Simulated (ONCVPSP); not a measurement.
PBE ONCV dataset for tellurium, scalar-relativistic all-electron reference.

ONCVPSP 4.0.1 input, shortened (lines: element, Z, core and valence counts, functional; n l f; lmax; l rc ep ncon nbas qcut; lloc lpopt rc5 dvloc0; l nproj debl; icmod fcfact rcfact), PBE, scalar-relativistic:

```
  Te 52.00    6    5        4      upf
    1    0    2.00
    2    0    2.00
    2    1    6.00
    3    0    2.00
    3    1    6.00
    3    2   10.00
    4    0    2.00
    4    1    6.00
    4    2   10.00
    5    0    2.00
    5    1    4.00
    2
    0    1.45    0.00    3    6   10.50
    1    1.60    0.00    3    6    7.20
    2    1.20    0.00    4    9   11.20
    4    3    0.85    0.00
    0    2    1.90
    1    2    3.30
    2    2    1.40
    3    2.75    1.70
```

In the d channel the program set the typed energies aside and used -1.531, 0.250 Ha.

Question: Does the generator finish with these settings?

Answer: Yes, a potential is produced and its reference levels are reproduced.

Question: Estimate the cutoffs (Ha) at which the residual kinetic energy of the hardest occupied pseudo-wave falls to 1 and 0.1 mHa per electron.

Answer: 49 Ha and 56 Ha.

Question: What does a ghost test show?

Answer: No bound ghost flagged; GHOST(+) flagged for p at 45.6 eV, s at 270.0 eV.

Question: Which valence shell sets the plane-wave cutoff?

Answer: 4d: 49 Ha for 1 mHa per electron, against 32 Ha for 5s.

Question: Tests: 4s2 4p6 4d10 5s2 5p3; 4s2 4p6 4d10 5s2 5p2; 4s2 4p6 4d10 5s2 5p1; 4s2 4p6 4d9 5s2 5p5. Which has the largest error in its energy relative to the reference configuration, and how large is it?

Answer: 4s2 4p6 4d10 5s2 5p1, with -13 meV (all-electron minus pseudo) on +54.55 eV.
